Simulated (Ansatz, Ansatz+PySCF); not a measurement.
```xyz
8

Mg   -0.8620   -0.8620   -0.8620
O    -0.9375   -0.9375    0.9375
O    -0.9375    0.9375   -0.9375
Mg   -0.8620    0.8620    0.8620
O     0.9375   -0.9375   -0.9375
Mg    0.8620   -0.8620    0.8620
Mg    0.8620    0.8620   -0.8620
O     0.9375    0.9375    0.9375
```

RHF on singlet Mg4O4 was run in several spherical basis sets with Ansatz (development build ahead of 0.2.0). Caution for RHF: no unrestricted run beside it, a lower state can exist.

Q: Rank the basis sets by the total energy that they give, lowest first, with the distance from the lowest.
A. cc-pVDZ
B. def2-SVP
C. 6-31G(d)

A: A (0.00 eV), C (2.01 eV), B (15.11 eV).

Totals follow the description of the cores as much as that of the bonds, so this order isn't one of quality for chemistry.
